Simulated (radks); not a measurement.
Cu VI, 24 electrons, occupied as [Ar] 3d6 (the NIST ground configuration).

Calculated with a radial shooting solver on a logarithmic mesh with Libxc functionals: scalar-relativistic Kohn-Sham, SCAN, spin-unpolarised, spherical densities, finite nucleus; meta-GGA in the generalised Kohn-Sham scheme; Fermi nuclear charge, rms radius 3.8823 fm.

Energy parts (hartree):
total: -1647.48184
kinetic: 1672.34471
electron-nucleus: -3880.92775
Hartree: 625.97052
exchange-correlation: -64.86933

Orbitals (lengths in bohr, moments of r in powers of bohr):
| orbital | occ. | eigenvalue (hartree) | <1/r> |
|---|---|---|---|
| 1s | 2 | -329.9324 | 29.15 |
| 2s | 2 | -43.16869 | 6.346 |
| 2p | 6 | -37.69161 | 6.211 |
| 3s | 2 | -7.84754 | 2.054 |
| 3p | 6 | -6.18592 | 1.921 |
| 3d | 6 | -3.50886 | 1.656 |

The highest occupied level is 3d at -95.481 eV. The electron density at the nucleus is 2.24e+04 e/bohr^3 (large components only). For comparison, the ionisation energy in NIST's Atomic Spectra Database is 103 eV (semi-empirical). In exact Kohn-Sham theory the highest level is minus the ionisation energy, but local and semilocal functionals leave it too shallow, through self-interaction and a potential that decays too fast; potentials with the right tail come closer. The density falls to 0.001 e/bohr^3 at r = 2.25 bohr.

Beside tabulated values, note that spin-unpolarised runs miss the spin-polarisation part of the exchange energy of open shells.
